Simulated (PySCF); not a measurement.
Al2, triplet, geometry from GFN2-xTB (such geometries of metal compounds can be far from the true shape).

The PySCF input:
```python
from pyscf import gto, scf, mp

mol = gto.Mole()
mol.atom = '''
    Al   -0.000000   -0.000000   -1.252830
    Al    0.000000    0.000000    1.252830
'''
mol.basis = 'cc-pvdz'
mol.charge = 0
mol.spin = 2
mol.verbose = 4
mol.build()

mf = scf.UHF(mol)
mf.kernel()

pt = mp.MP2(mf, frozen=10)
pt.kernel()
print('E(MP2) = %.10f' % pt.e_tot)
```

Question: What does this run give for the SCF-reference Mulliken (on the basis functions themselves) charges in atom order, SCF-reference HOMO energy, nuclear repulsion energy, SCF-reference <S^2>, MP2 correlation energy, number of basis functions?

Answer: 
The SCF-reference Mulliken (on the basis functions themselves) charges in atom order comes out as Al1 0.00, Al2 0.00, the SCF-reference HOMO energy is -6.46 eV and the nuclear repulsion energy is 35.6916 Eh. The SCF-reference <S^2> comes out as 2.038 and the MP2 correlation energy is -0.0885 Eh. The number of basis functions is 36.

These values belong to the state on which the SCF converged, which isn't shown to be the lowest.
